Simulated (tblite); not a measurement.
Parent: `[O:1]=[C:2]([Cl:3])[c:4]1[cH:5][cH:6][c:7]([F:8])[cH:9][cH:10]1` with O1–C2–C4–C5 180°, C7H4ClFO.

Structures optimised with GFN2-xTB, isolated species. One conformer each, not checked by frequencies here.

| coordinate of the parent | value |
| --- | --- |
| O1=C2 | 1.190 Å |
| C2–Cl3 | 1.772 Å |
| C2–C4 | 1.465 Å |
| C4–C5 | 1.395 Å |
| C5–C6 | 1.381 Å |
| C6–C7 | 1.386 Å |
| C7–F8 | 1.341 Å |
| C7–C9 | 1.386 Å |
| C9–C10 | 1.379 Å |
| C4–C10 | 1.400 Å |
| O1–C2–Cl3 | 118.7° |
| O1–C2–C4 | 126.8° |
| Cl3–C2–C4 | 114.5° |
| C2–C4–C5 | 123.7° |
| C2–C4–C10 | 116.6° |
| C5–C4–C10 | 119.7° |
| C4–C5–C6 | 120.2° |
| C5–C6–C7 | 119.0° |
| C6–C7–F8 | 118.9° |
| C6–C7–C9 | 122.0° |
| F8–C7–C9 | 119.0° |
| C7–C9–C10 | 118.6° |
| C4–C10–C9 | 120.5° |

Q: How does the shared frame change in `[O:1]=[C:2]([Cl:3])[c:4]1[cH:5][cH:6][cH:7][cH:8][cH:9]1` with O1–C2–C4–C5 180°, C7H5ClO? Atoms pair as O1 = O1, C2 = C2, Cl3 = Cl3, C4 = C4, C5 = C5, C6 = C6, C7 = C7, C9 = C8, C10 = C9 (parent first).

A: 
| parent | relative | value in the relative | change |
| --- | --- | --- | --- |
| O1=C2 | O1=C2 | 1.190 Å | 0.000 |
| C2–Cl3 | C2–Cl3 | 1.776 Å | +0.004 |
| C2–C4 | C2–C4 | 1.464 Å | -0.001 |
| C4–C5 | C4–C5 | 1.394 Å | -0.001 |
| C5–C6 | C5–C6 | 1.382 Å | +0.001 |
| C6–C7 | C6–C7 | 1.386 Å | 0.000 |
| C7–C9 | C7–C8 | 1.387 Å | +0.001 |
| C9–C10 | C8–C9 | 1.380 Å | +0.001 |
| C4–C10 | C4–C9 | 1.399 Å | -0.001 |
| O1–C2–Cl3 | O1–C2–Cl3 | 118.4° | -0.3 |
| O1–C2–C4 | O1–C2–C4 | 127.1° | +0.3 |
| Cl3–C2–C4 | Cl3–C2–C4 | 114.5° | 0.0 |
| C2–C4–C5 | C2–C4–C5 | 123.8° | +0.1 |
| C2–C4–C10 | C2–C4–C9 | 116.6° | 0.0 |
| C5–C4–C10 | C5–C4–C9 | 119.5° | -0.2 |
| C4–C5–C6 | C4–C5–C6 | 119.8° | -0.4 |
| C5–C6–C7 | C5–C6–C7 | 120.4° | +1.4 |
| C6–C7–C9 | C6–C7–C8 | 120.1° | -1.9 |
| C7–C9–C10 | C7–C8–C9 | 120.0° | +1.4 |
| C4–C10–C9 | C4–C9–C8 | 120.2° | -0.3 |

Of the parent's bonds, C2–Cl3 changes most (+0.004 Å). Point group Cs → Cs.

These are computed values.
